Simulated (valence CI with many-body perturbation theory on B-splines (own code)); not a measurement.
E1 line list for Bi68+

Calculated by configuration interaction combined with many-body perturbation theory (CI+MBPT): five valence electrons over a frozen Dirac-Fock core [Ne], a basis of 11 s, 11 p, 10 d, 8 f, 5 g, 2 h functions for each j, with the one-electron correlation potential Σ1 (screened to all orders), the two-electron term Σ2, the three-electron term Σ3, Breit, model QED; selected single and double excitations, second order for the rest, scaled by the run's own slope (own B-spline code, finite nucleus).

The last digits are not significant, and no measured levels were compared; by estimate large intervals hold to a few tenths of a per cent, small ones and those within an open d or f shell to about a per cent. Among the levels kept, up to 3300 cm⁻¹ of a level comes from second order outside the variational space, and about a tenth of that is noise between levels of different J, which matters for small intervals.

Lines 51 to 100 of 571 in falling wavelength, among levels below 16424 × 10³ cm⁻¹, chosen from the strongest by gf and those to the six lowest levels. Wavelengths and rates use the calculated energies. Electric multipoles are in the length gauge, E1 and E2 with the static RPA response of the core. Weak lines are less certain than strong ones. Lines between different terms over intervals too small for the method are left out, as are lines whose strength nearly cancels. The highest levels of a list are the least certain.

Levels are named by their leading jj configuration (3d3/2^4 stands for four electrons in 3d with j = 3/2), which in mixed levels can hold well under half, so a name can repeat and another be missing. Letters in brackets count levels of one name in rising energy.

| λ vac (nm) | Upper | Lower | A (s⁻¹) | S (a.u.) |
| --- | --- | --- | --- | --- |
| 5.407 | (3s 3p1/2^2 3p3/2 3d5/2) J=5/2 [b] | (3s^2 3p1/2 3p3/2 3d5/2) J=7/2 [b] | 4.84e+10 | 2.27e-02 |
| 5.400 | (3s 3p1/2^2 3p3/2^2) J=3/2 | (3s^2 3p1/2 3p3/2^2) J=5/2 | 4.26e+10 | 1.32e-02 |
| 5.400 | (3s 3p1/2 3p3/2^2 3d5/2) J=3/2 [e] | (3s^2 3p3/2^2 3d5/2) J=5/2 [b] | 3.96e+10 | 1.23e-02 |
| 5.380 | (3s 3p1/2 3p3/2^2 3d5/2) J=7/2 [b] | (3s^2 3p3/2^2 3d5/2) J=7/2 | 2.51e+10 | 1.55e-02 |
| 5.371 | (3s 3p1/2^2 3d5/2^2) J=7/2 | (3s^2 3p1/2 3d5/2^2) J=7/2 | 2.20e+10 | 1.35e-02 |
| 5.339 | (3s 3p1/2^2 3p3/2 3d5/2) J=5/2 [b] | (3s^2 3p1/2 3p3/2 3d5/2) J=5/2 [b] | 2.28e+10 | 1.03e-02 |
| 5.337 | (3s 3p1/2^2 3d3/2^2) J=3/2 | (3s 3p1/2^2 3p3/2 3d3/2) J=5/2 [b] | 4.92e+10 | 1.48e-02 |
| 5.337 | (3p1/2^2 3p3/2^2 3d3/2) J=3/2 | (3s 3p1/2 3p3/2^2 3d3/2) J=5/2 [c] | 3.33e+10 | 9.98e-03 |
| 5.282 | (3s 3p1/2 3p3/2^3) J=3/2 [b] | (3s^2 3p3/2^3) J=3/2 | 3.29e+10 | 9.57e-03 |
| 5.258 | (3s^2 3p1/2 3p3/2 3d3/2) J=1/2 [a] | (3s^2 3p1/2 3p3/2^2) J=1/2 | 6.65e+09 | 9.54e-04 |
| 5.256 | (3s 3p1/2^2 3d3/2 3d5/2) J=5/2 [b] | (3s^2 3p1/2 3d3/2 3d5/2) J=7/2 [a] | 2.65e+10 | 1.14e-02 |
| 5.238 | (3s^2 3p1/2 3p3/2 3d3/2) J=3/2 [a] | (3s^2 3p1/2 3p3/2^2) J=1/2 | 3.87e+09 | 1.10e-03 |
| 5.223 | (3p1/2^2 3p3/2^2 3d3/2) J=5/2 | (3s 3p1/2 3p3/2^2 3d3/2) J=7/2 [b] | 3.27e+10 | 1.38e-02 |
| 5.178 | (3s 3p1/2^2 3p3/2 3d3/2) J=5/2 [b] | (3s^2 3p1/2 3p3/2 3d3/2) J=7/2 | 6.49e+10 | 2.67e-02 |
| 5.168 | (3s 3p1/2^2 3d3/2 3d5/2) J=3/2 [b] | (3s^2 3p1/2 3d3/2 3d5/2) J=5/2 [a] | 3.33e+10 | 9.09e-03 |
| 5.168 | (3s 3p1/2 3p3/2^2 3d5/2) J=7/2 [c] | (3s^2 3p3/2^2 3d5/2) J=9/2 | 4.59e+10 | 2.50e-02 |
| 5.141 | (3s 3p1/2 3p3/2^2 3d5/2) J=9/2 [c] | (3s^2 3p3/2^2 3d5/2) J=9/2 | 3.90e+10 | 2.62e-02 |
| 5.123 | (3s 3p1/2^2 3p3/2 3d5/2) J=7/2 [b] | (3s^2 3p1/2 3p3/2 3d5/2) J=9/2 | 5.39e+10 | 2.86e-02 |
| 5.106 | (3s 3p1/2^2 3p3/2^2) J=3/2 | (3s^2 3p1/2 3p3/2^2) J=3/2 | 2.32e+10 | 6.10e-03 |
| 5.099 | (3p1/2^2 3p3/2^3) J=3/2 | (3s 3p1/2 3p3/2^3) J=5/2 | 9.26e+10 | 2.42e-02 |
| 5.098 | (3s 3p1/2^2 3p3/2 3d3/2) J=3/2 [b] | (3s^2 3p1/2 3p3/2 3d3/2) J=5/2 [a] | 3.53e+10 | 9.24e-03 |
| 5.064 | (3s 3p1/2 3p3/2^2 3d3/2) J=5/2 [e] | (3s^2 3p3/2^2 3d3/2) J=7/2 | 5.34e+10 | 2.05e-02 |
| 5.040 | (3s 3p1/2 3p3/2^2 3d5/2) J=5/2 [c] | (3s^2 3p3/2^2 3d5/2) J=7/2 | 2.91e+10 | 1.10e-02 |
| 5.018 | (3s 3p1/2^2 3p3/2^2) J=1/2 | (3s^2 3p1/2 3p3/2^2) J=3/2 | 4.83e+08 | 6.02e-05 |
| 5.014 | (3s 3p1/2 3p3/2 3d3/2^2) J=7/2 [a] | (3s 3p1/2 3p3/2^2 3d3/2) J=9/2 | 2.89e+10 | 1.44e-02 |
| 4.998 | (3s 3p1/2 3p3/2 3d3/2^2) J=5/2 [a] | (3s 3p1/2 3p3/2^2 3d3/2) J=7/2 [a] | 4.45e+10 | 1.65e-02 |
| 4.968 | (3s^2 3p1/2 3p3/2 3d3/2) J=5/2 [a] | (3s^2 3p1/2 3p3/2^2) J=5/2 | 1.02e+10 | 3.70e-03 |
| 4.934 | (3s 3p1/2 3p3/2 3d3/2^2) J=7/2 [b] | (3s 3p1/2 3p3/2^2 3d3/2) J=9/2 | 8.40e+10 | 3.98e-02 |
| 4.870 | (3s 3p1/2^2 3d3/2^2) J=5/2 | (3s 3p1/2^2 3p3/2 3d3/2) J=3/2 [b] | 2.67e+10 | 9.13e-03 |
| 4.868 | (3s^2 3p1/2 3p3/2 3d3/2) J=3/2 [a] | (3s^2 3p1/2 3p3/2^2) J=5/2 | 3.03e+10 | 6.91e-03 |
| 4.865 | (3s 3p1/2^2 3p3/2 3d3/2) J=1/2 [b] | (3s^2 3p1/2 3p3/2 3d3/2) J=3/2 [a] | 7.53e+10 | 8.56e-03 |
| 4.831 | (3s 3p1/2^2 3p3/2 3d5/2) J=7/2 [b] | (3s^2 3p1/2 3p3/2 3d5/2) J=7/2 [a] | 2.60e+10 | 1.16e-02 |
| 4.761 | (3p1/2^2 3p3/2^2 3d3/2) J=1/2 | (3p1/2^2 3p3/2^3) J=3/2 | 1.06e+11 | 1.13e-02 |
| 4.718 | (3s^2 3p1/2 3p3/2 3d3/2) J=5/2 [a] | (3s^2 3p1/2 3p3/2^2) J=3/2 | 1.49e+08 | 4.63e-05 |
| 4.704 | (3s^2 3p1/2 3p3/2 3d3/2) J=7/2 | (3s^2 3p1/2 3p3/2^2) J=5/2 | 2.56e+09 | 1.05e-03 |
| 4.654 | (3s^2 3p1/2^2 3d3/2) J=3/2 | (3s^2 3p1/2^2 3p3/2) J=3/2 | 1.72e+10 | 3.43e-03 |
| 4.643 | (3s^2 3p1/2 3p3/2 3d3/2) J=1/2 [a] | (3s^2 3p1/2 3p3/2^2) J=3/2 | 7.37e+09 | 7.29e-04 |
| 4.628 | (3s^2 3p1/2 3p3/2 3d3/2) J=3/2 [a] | (3s^2 3p1/2 3p3/2^2) J=3/2 | 5.80e+08 | 1.13e-04 |
| 4.554 | (3p1/2^2 3p3/2^2 3d3/2) J=5/2 | (3s 3p1/2 3p3/2^2 3d3/2) J=7/2 [a] | 3.34e+10 | 9.33e-03 |
| 4.327 | (3s^2 3p1/2 3d3/2 3d5/2) J=9/2 | (3s^2 3p1/2 3p3/2 3d5/2) J=9/2 | 2.23e+10 | 8.90e-03 |
| 4.211 | (3s^2 3p1/2 3p3/2 3d3/2) J=1/2 [b] | (3s^2 3p1/2 3p3/2^2) J=1/2 | 1.52e+09 | 1.12e-04 |
| 4.180 | (3s^2 3p1/2 3p3/2 3d3/2) J=3/2 [b] | (3s^2 3p1/2 3p3/2^2) J=1/2 | 1.94e+09 | 2.80e-04 |
| 4.148 | (3s^2 3p1/2 3p3/2 3d3/2) J=5/2 [b] | (3s^2 3p1/2 3p3/2^2) J=5/2 | 4.24e+09 | 8.96e-04 |
| 4.012 | (3s 3p1/2^2 3d3/2 3d5/2) J=9/2 | (3s 3p1/2^2 3p3/2 3d5/2) J=9/2 | 2.84e+10 | 9.06e-03 |
| 3.972 | (3s^2 3p1/2 3p3/2 3d3/2) J=5/2 [b] | (3s^2 3p1/2 3p3/2^2) J=3/2 | 4.02e+08 | 7.46e-05 |
| 3.942 | (3s^2 3p1/2 3p3/2 3d3/2) J=3/2 [b] | (3s^2 3p1/2 3p3/2^2) J=5/2 | 3.86e+09 | 4.67e-04 |
| 3.808 | (3s^2 3p1/2 3p3/2 3d3/2) J=1/2 [b] | (3s^2 3p1/2 3p3/2^2) J=3/2 | 1.21e+10 | 6.60e-04 |
| 3.783 | (3s^2 3p1/2 3p3/2 3d3/2) J=3/2 [b] | (3s^2 3p1/2 3p3/2^2) J=3/2 | 3.23e+08 | 3.45e-05 |
| 3.688 | (3s 3p1/2^2 3d5/2^2) J=7/2 | (3s^2 3p1/2 3d3/2 3d5/2) J=5/2 [b] | 3.14e+10 | 6.21e-03 |
| 3.536 | (3s^2 3p1/2 3p3/2^2) J=5/2 | (3s^2 3p1/2^2 3d3/2) J=3/2 | 7.00e+08 | 9.17e-05 |
